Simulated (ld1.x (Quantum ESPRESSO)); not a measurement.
**What one change does to a pseudopotential (palladium (Pd), ultrasoft)**

```json
{"Element": "Pd", "Generator": "ld1.x (Quantum ESPRESSO) 7.5", "Type": "ultrasoft", "Functional": "PBEsol", "Relativity": "fully relativistic", "Frozen core": "[Kr]", "Valence charge": "10", "Reference configuration": "4d10 5s0", "Partial waves": "5s (bound, empty): rcut 2.75, rcutus 3.15 bohr; 5s channel at 0.25 Ry: rcut 2.75, rcutus 3.15 bohr; 5p channel at 0.3 Ry: rcut 1.80, rcutus 2.45 bohr; 5p channel at 2.1 Ry: rcut 1.80, rcutus 2.45 bohr; 4d (bound): rcut 1.25, rcutus 1.50 bohr; 4d channel at 1.4 Ry: rcut 1.25, rcutus 1.50 bohr; 4f channel at 0.05 Ry: rcut 2.45, rcutus 2.65 bohr; 4f channel at 2.5 Ry: rcut 2.45, rcutus 2.65 bohr", "Local potential": "all-electron potential smoothed inside 2.15 bohr (lloc = -1)", "Core correction": "Bessel-smoothed model core, default radius (core density twice the valence density)", "Augmentation charge": "PSQ, radius 1.25 bohr"}
```

Open shells are filled in proportion to 2j + 1 (rel_dist='average').

All-electron outer shells of the reference configuration (PBEsol, scalar-relativistic, ld1.x):

```
shell  level (eV)  outermost node (bohr)  outermost maximum (bohr)
   4p      -51.14                   0.46                      0.91
   4d       -4.05                   0.45                      1.10
   5s       -3.30                   1.15                      2.67
```

Change: removed wave 5p channel at 2.1 Ry: rcut 1.80, rcutus 2.45 bohr; removed wave 4f channel at 2.5 Ry: rcut 2.45, rcutus 2.65 bohr.

Cutoffs: the cutoffs (Ry, on a coarse ladder) from which the occupation-weighted sum of valence levels, in a spherical-Bessel basis at the reference potential, stays within 10 and 1 mRy of its value at 400 Ry; they do not see the model core or the augmentation charge, which bear on the density cutoff. Errors are all-electron minus pseudo energies relative to the spin-unpolarised reference configuration.

Problem. How do hardness, ghosts and transferability respond?

Solution. The potential gets neither clearly harder nor softer (50 Ry and 90 Ry → 50 Ry and 90 Ry); the errors of the 7 common tests hardly move; the range in which the p1/2 phases agree narrows (upper end 3.0 → 1.8); the range in which the p3/2 phases agree narrows (upper end 3.1 → 1.7); neither file shows a bound ghost at the reference potential, the only one tested.

```tsv
quantity	base	changed
cutoff, loose	50 Ry	50 Ry
cutoff, tight	90 Ry	90 Ry
bound ghosts	none	none
error for 4d9 5s0, meV [ΔE 9.12 eV]	-19	-19
error for 4d8 5s0, meV [ΔE 29.94 eV]	-149	-149
error for 4d7 5s0, meV [ΔE 64.29 eV]	-545	-545
error for 4d8 5s1, meV [ΔE 13.67 eV]	-79	-79
error for 4d9 5s1, meV [ΔE 1.51 eV]	-20	-20
error for 4d6 5s0, meV [ΔE 113.61 eV]	-1386	-1386
error for 4d9.5 5s0, meV [ΔE 3.24 eV]	-2.9	-2.9
s: phases at 3.41 bohr within 0.05 rad from the reference energy up to (Ry; the scan ends near 5)	1.2	1.2
p1/2: phases at 3.41 bohr within 0.05 rad from the reference energy up to (Ry; the scan ends near 5)	3.0	1.8
p3/2: phases at 3.41 bohr within 0.05 rad from the reference energy up to (Ry; the scan ends near 5)	3.1	1.7
d3/2: phases at 3.41 bohr within 0.05 rad from the reference energy up to (Ry; the scan ends near 5)	to the end of the scan	to the end of the scan
d5/2: phases at 3.41 bohr within 0.05 rad from the reference energy up to (Ry; the scan ends near 5)	to the end of the scan	to the end of the scan
f5/2: phases at 3.41 bohr within 0.05 rad from the reference energy up to (Ry; the scan ends near 5)	3.6	3.0
f7/2: phases at 3.41 bohr within 0.05 rad from the reference energy up to (Ry; the scan ends near 5)	3.6	3.0
lowest overlap eigenvalue by channel	s 0.28, p1/2 0.57, p3/2 0.60, d3/2 0.98, d5/2 0.98, f5/2 0.97, f7/2 0.97	s 0.28, p1/2 0.98, p3/2 1.00, d3/2 0.98, d5/2 0.98, f5/2 1.00, f7/2 1.00
```

Base: These tests converged, but a pseudo level misses the all-electron one widely, so the file describes the atom poorly there or has found another state: 4d6 5s0: empty 5s by 10.5 eV. Changed file: These tests converged, but a pseudo level misses the all-electron one widely, so the file describes the atom poorly there or has found another state: 4d6 5s0: empty 5s by 10.5 eV.
